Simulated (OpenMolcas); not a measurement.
# Ti3+: moving the ligands

Ti3+ with 6 ligands (fluoride) in octahedral coordination (Oh) at 1.98 Å. A charge of +0.5 e stands 2.6 Å behind each ligand. Ligand basis ANO-RCC-VDZP.
```
Ti    0.0000    0.0000    0.0000
F     1.9800    0.0000    0.0000
F     0.0000    1.9800    0.0000
F    -1.9800    0.0000    0.0000
F     0.0000   -1.9800    0.0000
F     0.0000    0.0000    1.9800
F     0.0000    0.0000   -1.9800
```

```
Program             : OpenMolcas 26.06
Method              : CASSCF
Basis               : ANO-RCC-VTZP [6s5p3d2f1g]
Scalar Hamiltonian  : DKH2, point nucleus
Active space        : 1 electron in 5 orbitals (3d)
State averaging     : 2S+1 = 2 even, 5 roots
Spin-orbit coupling : RASSI with atomic mean-field integrals over the reference wave functions
```

Runs around this geometry, states (labels of O, the rotations of Oh). Energies in cm-1 above the lowest state or level, χT in cm3 K/mol; under a threefold ground state the first gap can be a small split of the lowest multiplet, not the spin-orbit step; 10Dq is the gap between the two states.

```json
{"R (Å)": "1.85", "Ground state": "2T2", "First state of that spin": "2E 21678", "10Dq": "21678", "First gap with spin-orbit (degeneracies)": "218.4 (4, 2)", "χT at 300 K": "0.441"}
{"R (Å)": "1.98", "Ground state": "2T2", "First state of that spin": "2E 15312", "10Dq": "15312", "First gap with spin-orbit (degeneracies)": "218.2 (4, 2)", "χT at 300 K": "0.447"}
{"R (Å)": "2.04", "Ground state": "2T2", "First state of that spin": "2E 13077", "10Dq": "13077", "First gap with spin-orbit (degeneracies)": "218.4 (4, 2)", "χT at 300 K": "0.450"}
```

Taking |10Dq| as R^-n, n = -ln(13077 / 21678) / ln(2.04 / 1.85) = 5.2 between the shortest and longest distance. The point-charge formula for a cubic d site gives n = 5.

An orbital triplet at a regular site is open to Jahn-Teller coupling, which can distort the site and quench the lowest spin-orbit gaps and is left out. Ligand-to-metal charge-transfer states are missing. With metal d orbitals alone and no dynamic correlation the field as a rule comes out too small, by tens of per cent, by up to half for chloride and softer ligands. No measured value stands beside these numbers; the geometry is a model, was not optimised and need not be the one that this ion takes.
